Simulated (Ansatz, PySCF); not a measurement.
A homologous series of growing length: n-germane H/H. All species are isolated molecules in the gas phase. One relaxed conformer stands for each flexible species; it need not be the lowest. Strings in code marks are SMILES.

Quantity: vertical ionisation energy (energy after one electron is removed minus that of the parent at the parent's geometry), in eV.

Level 1: frozen-core MP2/cc-pVDZ // PBE0-D3(BJ)/def2-SVP (Ansatz, a first-principles code)
Level 2: B3LYP/6-31G* // PBE0-D3(BJ)/def2-SVP (PySCF)
Level 3: PBE/6-31G* // PBE0-D3(BJ)/def2-SVP (PySCF)
Level 4: minus the HOMO energy of PBE-D3(BJ)/def2-TZVP // PBE0-D3(BJ)/def2-SVP (PySCF)

| species | level 2 | level 3 | level 4 |
|---|---|---|---|
| `[GeH3][GeH2][GeH3]` | 9.51 | 9.34 | 6.81 |
| `[GeH3][GeH3]` | 10.23 | 10.07 | 7.12 |

### Question
What does level 1 give for each?

### Answer

- `[GeH3][GeH2][GeH3]`: 9.69
- `[GeH3][GeH3]`: 10.27
